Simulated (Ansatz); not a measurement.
Consider the substitution at a C–O bond: `CO[SiH](F)O[SiH2]Cl` + `NC[SeH]` → `C[Se]CN` + `O[SiH](F)O[SiH2]Cl`.

Computed with Ansatz on PBE0-D4/def2-TZVP structures; ΔE is electronic, products minus reactants. CCSD(T)/CBS is the MP2 limit (def2-TZVPP, def2-QZVPP) plus CCSD(T) − MP2 in def2-TZVPP, frozen cores. DFT in def2-TZVPP. B3LYP here is the variant with VWN-RPA as its local correlation; programs differ in this. For Se outer-core shells are correlated without core-valence functions, which leaves a few kJ/mol of doubt a bond. Scalar relativity is left out up to krypton. One conformer a species, not always the lowest.

```
             level  ΔE (kJ/mol)
           PBE0-D4        -73.0
          B3LYP-D4        -68.5
              PBE0        -72.7
             B3LYP        -67.1
   CCSD/def2-TZVPP        -68.9
CCSD(T)/def2-TZVPP        -72.2
SCS-MP2/def2-QZVPP        -74.5
      HF/CBS(def2)        -53.2
```

What does CCSD(T)/CBS give? (An estimate is asked.)

Ansatz gave: -74.0 kJ/mol. The listed levels differ from it by 1.0, 5.5, 1.3, 6.9, 5.1, 1.8, -0.5, 20.8 kJ/mol.

Largest T1 diagnostic among the species: 0.011.

In def2-TZVPP, CCSD(T) changes the Hartree–Fock value by −17.8 kJ/mol (the triples alone add −3.2 kJ/mol) and MP2 by −26.9 kJ/mol.
